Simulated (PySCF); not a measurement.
Cost of excited-state runs on [closo-1-(SH)B5H4]2-, charge -2

Bonds: B1-B2 1.909 Å, B1-B3 1.618 Å, B1-B4 1.638 Å, B1-B5 1.915 Å, B2-B3 1.620 Å, B2-B4 1.635 Å, B2-B5 1.909 Å, B3-B5 1.617 Å, B3-S8 2.205 Å, B4-B5 1.639 Å. B1 carries H6; B2 carries H7; B4 carries H10; B5 carries H11; S8 carries H9.

Total charge -2.

PySCF with density fitting, on 1 thread of an Arm Neoverse V2, shared host. Command: `OMP_NUM_THREADS=1 python excited_run.py task.json out`

Question: How long does each of these runs take, and how much memory?
- magnetisability and related constants, KT3/def2-SVP; usual settings
- magnetisability and related constants, PBE0/def2-SVP; usual settings

Answer: 
```csv
run,level,basis functions,wall time,peak memory (GiB)
magnetisability and related constants,KT3/def2-SVP,113,12 s,0.47
magnetisability and related constants,PBE0/def2-SVP,113,8.1 s,0.52
```
Times from a shared host are rough.
